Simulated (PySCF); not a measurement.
**r2SCAN on W²⁺ (tungsten, charge +2)**

Configuration: [Xe] 4f14 5d4, high-spin 5D determinant. Computed with PySCF 2.14 in aug-cc-pVTZ-PP with one added diffuse shell each of s, p, d, f, g type with ECP60MDF (7s7p6d4f3g, 113 functions), with scalar relativity through the core potential.

```json
{"Total energy": "-66.4474 hartree", "One-electron energy": "-105.0131 hartree", "Hartree (Coulomb) energy": "45.7853 hartree", "Exchange-correlation energy": "-7.2197 hartree", "⟨S²⟩": "6.0019", "⟨L²⟩": "6.046", "Sum of ⟨r⟩": "17.36 bohr", "Sum of ⟨r²⟩": "29.62 bohr²", "Traceless quadrupole moment −½Σ⟨3z² − r²⟩ along its main axis": "-1.42 e·bohr²", "Time after the integrals": "roughly 7 core-seconds"}
```

| shell | electrons | mean orbital energy (hartree) | spread (hartree) | rms radius, mean of both spins (bohr) |
| --- | --- | --- | --- | --- |
| 5s α | 1 | -3.55049 | 0 | 1.15 |
| 5s β | 1 | -3.46174 | 0 | 1.15 |
| 5p α | 3 | -2.24963 | 0.01383 | 1.34 |
| 5p β | 3 | -2.12903 | 0.04776 | 1.34 |
| 5d α | 4 | -0.78100 | 0.04007 | 2.01 |

Energies and moments cover only the electrons outside the core potential. Spin-orbit coupling, absent here, splits the open shell strongly.
